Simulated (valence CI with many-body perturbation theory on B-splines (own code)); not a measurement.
E1 transitions of Rb32+

Level of theory: valence CI with perturbative core correlation (CI+MBPT): three valence electrons over a frozen Dirac-Fock core [He], a basis of 11 s, 11 p, 9 d, 7 f, 5 g, 2 h, 1 i functions for each j, with the one-electron correlation potential Σ1, the two-electron term Σ2, the three-electron term Σ3, Breit, model QED; selected CI, second order for the rest (own B-spline code, finite nucleus).

The last digits are not significant, and no measured levels were compared; by estimate large intervals hold to a few tenths of a per cent, small ones and those within an open d or f shell to about a per cent.

Lines 51 to 100 of 265 in falling wavelength, among levels below 2570.0 eV, chosen from the strongest by gf and those to the six lowest levels. Wavelengths and rates use the calculated energies. Electric multipoles are in the length gauge, E1 and E2 with the static RPA response of the core. Weak lines are less certain than strong ones. Lines between different terms over intervals too small for the method are left out, as are lines whose strength nearly cancels. The highest levels of a list are the least certain.

Levels are named by their leading jj configuration (3d3/2^4 stands for four electrons in 3d with j = 3/2), which in mixed levels can hold well under half, so a name can repeat and another be missing. Letters in brackets count levels of one name in rising energy.

| λ vac (Å) | Upper | Lower | A (s⁻¹) | S (a.u.) with core polarisation | S without |
| --- | --- | --- | --- | --- | --- |
| 90.68 | (2p1/2 2p3/2^2) J=5/2 | (2s 2p3/2^2) J=5/2 | 1.79e+10 | 3.95e-02 | 3.97e-02 |
| 88.80 | (2p3/2^2 3s) J=5/2 | (2s 2p3/2 3s) J=3/2 [b] | 2.34e+10 | 4.84e-02 | 4.86e-02 |
| 87.84 | (2p1/2^2 2p3/2) J=3/2 | (2s 2p1/2 2p3/2) J=5/2 | 2.71e+10 | 3.62e-02 | 3.63e-02 |
| 82.06 | (2p1/2 2p3/2^2) J=3/2 | (2s 2p1/2 2p3/2) J=1/2 | 2.73e+10 | 2.98e-02 | 2.98e-02 |
| 79.49 | (2s 2p3/2^2) J=5/2 | (2s^2 2p3/2) J=3/2 | 1.56e+10 | 2.32e-02 | 2.33e-02 |
| 77.68 | (2p1/2 2p3/2^2) J=3/2 | (2s 2p1/2 2p3/2) J=3/2 [b] | 1.11e+10 | 1.02e-02 | 1.03e-02 |
| 77.68 | (2p1/2^2 2p3/2) J=3/2 | (2s 2p1/2 2p3/2) J=3/2 [a] | 1.44e+10 | 1.33e-02 | 1.33e-02 |
| 73.56 | (2p3/2^3) J=3/2 | (2s 2p3/2^2) J=3/2 | 8.60e+10 | 6.76e-02 | 6.78e-02 |
| 71.93 | (2p1/2 2p3/2^2) J=5/2 | (2s 2p1/2 2p3/2) J=3/2 [b] | 2.57e+10 | 2.83e-02 | 2.84e-02 |
| 71.47 | (2p1/2 2p3/2 3p3/2) J=5/2 [a] | (2s 2p1/2 3p3/2) J=3/2 [a] | 2.82e+10 | 3.05e-02 | 3.06e-02 |
| 70.89 | (2p1/2 2p3/2 3p3/2) J=7/2 | (2s 2p1/2 3p3/2) J=5/2 | 2.66e+10 | 3.74e-02 | 3.75e-02 |
| 69.39 | (2s 2p3/2 3d5/2) J=7/2 [b] | (2s^2 3d5/2) J=5/2 | 4.50e+10 | 5.94e-02 | 5.95e-02 |
| 68.70 | (2p1/2 2p3/2 3p1/2) J=5/2 | (2s 2p1/2 3p1/2) J=3/2 | 2.69e+10 | 2.58e-02 | 2.59e-02 |
| 68.34 | (2s 2p3/2 3p3/2) J=5/2 [b] | (2s^2 3p3/2) J=3/2 | 5.43e+10 | 5.14e-02 | 5.15e-02 |
| 67.97 | (2p1/2 2p3/2 3s) J=5/2 | (2s 2p1/2 3s) J=3/2 | 2.86e+10 | 2.66e-02 | 2.67e-02 |
| 67.85 | (2s 2p3/2 3d3/2) J=5/2 [b] | (2s^2 3d3/2) J=3/2 | 4.60e+10 | 4.25e-02 | 4.26e-02 |
| 67.34 | (2p3/2^2 3s) J=3/2 | (2s 2p3/2 3s) J=3/2 [a] | 3.88e+10 | 2.34e-02 | 2.34e-02 |
| 67.25 | (2s 2p3/2 3d3/2) J=3/2 [b] | (2s^2 3d3/2) J=3/2 | 6.51e+10 | 3.91e-02 | 3.92e-02 |
| 67.09 | (2s 2p3/2 3s) J=1/2 | (2s^2 3s) J=1/2 | 7.47e+10 | 2.23e-02 | 2.23e-02 |
| 66.98 | (2s 2p3/2 3p1/2) J=1/2 | (2s^2 3p1/2) J=1/2 | 7.55e+10 | 2.24e-02 | 2.25e-02 |
| 66.92 | (2s 2p3/2 3d5/2) J=5/2 [b] | (2s^2 3d5/2) J=5/2 | 6.76e+10 | 6.00e-02 | 6.01e-02 |
| 66.81 | (2s 2p3/2 3p3/2) J=3/2 [b] | (2s^2 3p3/2) J=3/2 | 6.17e+10 | 3.63e-02 | 3.64e-02 |
| 66.62 | (2s 2p3/2 3p1/2) J=3/2 [b] | (2s^2 3p1/2) J=1/2 | 6.07e+10 | 3.54e-02 | 3.55e-02 |
| 66.35 | (2s 2p3/2 3s) J=3/2 [b] | (2s^2 3s) J=1/2 | 6.67e+10 | 3.84e-02 | 3.85e-02 |
| 65.80 | (2s 2p3/2 3d5/2) J=3/2 [b] | (2s^2 3d5/2) J=5/2 | 5.94e+10 | 3.34e-02 | 3.35e-02 |
| 65.56 | (2s 2p1/2 2p3/2) J=3/2 [b] | (2s^2 2p1/2) J=1/2 | 5.52e+10 | 3.07e-02 | 3.08e-02 |
| 65.50 | (2s 2p3/2 3d3/2) J=1/2 [b] | (2s^2 3d3/2) J=3/2 | 7.49e+10 | 2.08e-02 | 2.08e-02 |
| 64.86 | (2p3/2^2 3s) J=5/2 | (2s 2p3/2 3s) J=5/2 | 3.24e+10 | 2.62e-02 | 2.63e-02 |
| 63.76 | (2p1/2 2p3/2^2) J=3/2 | (2s 2p1/2 2p3/2) J=5/2 | 7.62e+09 | 3.90e-03 | 3.91e-03 |
| 62.73 | (2s 2p1/2 2p3/2) J=1/2 | (2s^2 2p1/2) J=1/2 | 1.08e+11 | 2.64e-02 | 2.65e-02 |
| 62.63 | (2p1/2 2p3/2^2) J=1/2 | (2s 2p1/2 2p3/2) J=3/2 [b] | 9.69e+10 | 2.35e-02 | 2.36e-02 |
| 61.34 | (2s 2p3/2^2) J=1/2 | (2s^2 2p3/2) J=3/2 | 9.17e+10 | 2.09e-02 | 2.10e-02 |
| 60.94 | (2s 2p3/2^2) J=3/2 | (2s^2 2p3/2) J=3/2 | 1.35e+11 | 6.02e-02 | 6.03e-02 |
| 60.51 | (2p1/2^2 2p3/2) J=3/2 | (2s 2p1/2^2) J=1/2 | 3.93e+10 | 1.72e-02 | 1.72e-02 |
| 59.83 | (2p1/2 2p3/2^2) J=5/2 | (2s 2p1/2 2p3/2) J=5/2 | 3.13e+10 | 1.99e-02 | 1.99e-02 |
| 58.24 | (2p1/2 2p3/2^2) J=3/2 | (2s 2p1/2 2p3/2) J=3/2 [a] | 4.34e+10 | 1.69e-02 | 1.70e-02 |
| 49.26 | (2p3/2^3) J=3/2 | (2s 2p1/2 2p3/2) J=3/2 [b] | 8.13e+09 | 1.92e-03 | 1.92e-03 |
| 48.02 | (2p1/2 2p3/2^2) J=3/2 | (2s 2p1/2^2) J=1/2 | 3.28e+09 | 7.18e-04 | 7.20e-04 |
| 45.54 | (2s 2p3/2^2) J=3/2 | (2s^2 2p1/2) J=1/2 | 8.69e+09 | 1.62e-03 | 1.62e-03 |
| 5.968 | (2s^2 3p1/2) J=1/2 | (2s 2p1/2 2p3/2) J=3/2 [b] | 5.29e+11 | 1.11e-04 | 1.11e-04 |
| 5.874 | (2s 2p1/2 3s) J=1/2 [a] | (2s 2p1/2 2p3/2) J=3/2 [b] | 3.96e+11 | 7.93e-05 | 7.89e-05 |
| 5.843 | (2s 2p1/2 3s) J=3/2 | (2s 2p1/2 2p3/2) J=3/2 [b] | 6.10e+11 | 2.40e-04 | 2.39e-04 |
| 5.838 | (2p3/2^2 3s) J=3/2 | (2p3/2^3) J=3/2 | 9.25e+12 | 3.63e-03 | 3.62e-03 |
| 5.817 | (2s^2 3p3/2) J=3/2 | (2s 2p1/2 2p3/2) J=5/2 | 6.22e+11 | 2.42e-04 | 2.41e-04 |
| 5.815 | (2p1/2 2p3/2 3s) J=5/2 | (2p1/2 2p3/2^2) J=5/2 | 3.62e+12 | 2.11e-03 | 2.10e-03 |
| 5.813 | (2s 2p1/2 3s) J=1/2 [b] | (2s 2p1/2 2p3/2) J=3/2 [b] | 5.41e+12 | 1.05e-03 | 1.04e-03 |
| 5.799 | (2p1/2 2p3/2 3s) J=3/2 [b] | (2p1/2 2p3/2^2) J=5/2 | 6.38e+12 | 2.45e-03 | 2.45e-03 |
| 5.776 | (2s 2p3/2 3s) J=3/2 [b] | (2s 2p3/2^2) J=3/2 | 5.37e+12 | 2.04e-03 | 2.04e-03 |
| 5.752 | (2s 2p3/2 3s) J=3/2 [a] | (2s 2p3/2^2) J=5/2 | 8.38e+12 | 3.15e-03 | 3.13e-03 |
| 5.749 | (2s 2p1/2 3s) J=3/2 | (2s 2p1/2 2p3/2) J=5/2 | 6.57e+12 | 2.46e-03 | 2.45e-03 |
